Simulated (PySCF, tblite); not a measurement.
Isomers of C5H14P2, one GFN2-xTB conformer each. Single-point energies are computed at PBE0/pcSseg-1 (PySCF, gas phase, no added dispersion term), electronic only.

```
       SMILES  GFN2-xTB relative energy (kcal/mol)
  CP(C)CP(C)C                                 14.3
CP(P)C(C)(C)C                                  0.0
    CCCP(C)CP                                 17.0
    CC(C)PCCP                                 15.2
    CPCCP(C)C                                 11.4
    CC(C)CPCP                                 16.3
```

Conformers: `[CH3:1][P:2]([CH3:3])[CH2:4][P:5]([CH3:6])[CH3:7]` with C1–P2–C4–P5 -172°, P2–C4–P5–C6 -72°; `[CH3:1][P:2]([PH2:3])[C:4]([CH3:5])([CH3:6])[CH3:7]` with C1–P2–P3–H -68° and -159°; `[CH3:1][CH2:2][CH2:3][P:4]([CH3:5])[CH2:6][PH2:7]` with C1–C2–C3–P4 -175°, C2–C3–P4–C5 -71°, C3–P4–C6–P7 56°, P4–C6–P7–H 87° and 180°; `[CH3:1][CH:2]([CH3:3])[PH:4][CH2:5][CH2:6][PH2:7]` with C1–C2–P4–C5 -170°, C2–P4–C5–C6 -165°, P4–C5–C6–P7 -26°, C5–C6–P7–H -70° and -163°; `[CH3:1][PH:2][CH2:3][CH2:4][P:5]([CH3:6])[CH3:7]` with C1–P2–C3–C4 -74°, P2–C3–C4–P5 -24°, C3–C4–P5–C6 -174°; `[CH3:1][CH:2]([CH3:3])[CH2:4][PH:5][CH2:6][PH2:7]` with C1–C2–C4–P5 176°, C2–C4–P5–C6 -176°, C4–P5–C6–P7 -169°, P5–C6–P7–H 49° and -43°.

What does PBE0/pcSseg-1 give for the same structures?

```json
{"SMILES": "CP(C)CP(C)C", "PBE0/pcSseg-1 E (Eh)": "-881.11205", "PBE0/pcSseg-1 (kcal/mol)": "0.0", "GFN2-xTB (kcal/mol)": "14.3", "point group": "C2"}
{"SMILES": "CP(P)C(C)(C)C", "PBE0/pcSseg-1 E (Eh)": "-881.10603", "PBE0/pcSseg-1 (kcal/mol)": "3.8", "GFN2-xTB (kcal/mol)": "0.0", "point group": "C1"}
{"SMILES": "CCCP(C)CP", "PBE0/pcSseg-1 E (Eh)": "-881.09620", "PBE0/pcSseg-1 (kcal/mol)": "9.9", "GFN2-xTB (kcal/mol)": "17.0", "point group": "C1"}
{"SMILES": "CC(C)CPCP", "PBE0/pcSseg-1 E (Eh)": "-881.09172", "PBE0/pcSseg-1 (kcal/mol)": "12.8", "GFN2-xTB (kcal/mol)": "16.3", "point group": "C1"}
{"SMILES": "CPCCP(C)C", "PBE0/pcSseg-1 E (Eh)": "-881.09075", "PBE0/pcSseg-1 (kcal/mol)": "13.4", "GFN2-xTB (kcal/mol)": "11.4", "point group": "C1"}
{"SMILES": "CC(C)PCCP", "PBE0/pcSseg-1 E (Eh)": "-881.07333", "PBE0/pcSseg-1 (kcal/mol)": "24.3", "GFN2-xTB (kcal/mol)": "15.2", "point group": "C1"}
```

GFN2-xTB puts CP(P)C(C)(C)C lowest instead; measured from each level's own lowest isomer, the values differ by up to 14.3 kcal/mol (CP(C)CP(C)C: 14.3 against 0.0). Neighbours under 2.5 kcal/mol apart (CC(C)CPCP and CPCCP(C)C) can change places with a better method, another conformer or zero-point energy.

Which frontier levels, dipoles and rotational constants go with these structures?

```csv
SMILES,"HOMO (eV, PBE0/pcSseg-1)",LUMO (eV),dipole (D),"A, B, C (MHz)"
CP(C)CP(C)C,-6.49,0.99,1.47,"3107, 921.7, 915.8"
CP(P)C(C)(C)C,-6.19,0.36,0.84,"2264, 1391, 1150"
CCCP(C)CP,-6.43,0.63,0.48,"2452, 918.3, 800.2"
CC(C)CPCP,-7.02,0.23,1.72,"5345, 602.1, 565.6"
CPCCP(C)C,-5.74,0.53,1.58,"2811, 1131, 1073"
CC(C)PCCP,-6.02,0.21,2.00,"3713, 865.3, 753.8"
```

What happens when harmonic zero-point energies from GFN2-xTB frequencies are added?

```tsv
SMILES	ZPE (kcal/mol)	electronic (kcal/mol)	with ZPE (kcal/mol)
CP(C)CP(C)C	109.8	0.0	0.0
CP(P)C(C)(C)C	110.3	3.8	4.2
CCCP(C)CP	109.8	9.9	10.0
CC(C)CPCP	109.4	12.8	12.3
CPCCP(C)C	109.8	13.4	13.3
CC(C)PCCP	109.4	24.3	23.9
```

The zero-point energies span 0.9 kcal/mol. The order is unchanged.
